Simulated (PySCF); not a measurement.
Species: C6H11O (doublet state).
Structure used (GFN2-xTB), in Å, numbered top down from 1:
```
atom  x, y, z in Å
C1    -2.6022   -1.1271    0.1403
C2    -2.0815   -0.0909   -0.7684
O3    -0.6766   -0.0182   -0.8273
C4    -0.0951    0.4676    0.3684
C5     1.4022    0.4928    0.2234
C6     2.1024    1.5940    0.4400
C7     2.0192   -0.8124   -0.1679
H8    -3.6278   -1.1001    0.4488
H9    -2.0010   -1.9819    0.3795
H10   -2.3828   -0.2976   -1.8115
H11   -2.5067    0.8967   -0.5072
H12   -0.4772    1.4774    0.5859
H13   -0.3777   -0.1888    1.2090
H14    1.6353    2.5236    0.7183
H15    3.1756    1.6061    0.3548
H16    1.8529   -1.5537    0.6135
H17    3.0875   -0.7062   -0.3337
H18    1.5447   -1.1750   -1.0774
```

The hyperfine couplings belong to this conformer and change with its torsions.

Identity: `[CH2]COCC(=C)C` [radical].

Level of theory: UKS B3LYP, pcH-1 on C H O, non-relativistic, mean-field spin-orbit, GIAO (PySCF 2.14.0). Geometry: GFN2-xTB, one conformer, isolated molecule. A GFN2-xTB geometry isn't a minimum of the functional, and hyperfine couplings can be far from their values at a DFT geometry. No stability test was run, so a lower SCF solution isn't excluded.

Largest spin populations (Mulliken): C1 (+1.07), C2 (-0.08) and H10 (+0.06). C1 is the only atom above +0.15. The positive populations add up to 1.18 and the negative ones to -0.18, together 2S = 1. The angles at C1 add up to 359.4°, so it is planar; its axial dipolar tensor and the negative couplings of its protons fit spin in a p orbital normal to that plane.

Task: Find Q in a(H) = Q·ρ(C) for the protons on the planar carbons that carry spin.

Result: 
```json
{"H": "H8", "C": "C1", "ρ(C)": "+1.069", "a(H) (G)": "-22.42", "a/ρ (G)": "-21.0"}
{"H": "H9", "C": "C1", "ρ(C)": "+1.069", "a(H) (G)": "-21.60", "a/ρ (G)": "-20.2"}
```

These protons share one ρ (within 0.01), so their mean ratio, Q = -20.6 G, is no test of linearity.

Task: List the C–H protons on four-coordinate carbons next to a three-coordinate spin centre, with their couplings and θ (C–H bond against the normal to the plane of the centre's neighbours, projected along the bond that joins the two).

Result: 
```tsv
β H	on	centre	θ (°)	cos²θ	a (G)
H10	C2	C1	7	0.98	+56.23
H11	C2	C1	55	0.32	+23.87
```

Couplings in gauss use g_iso = 2.0027.
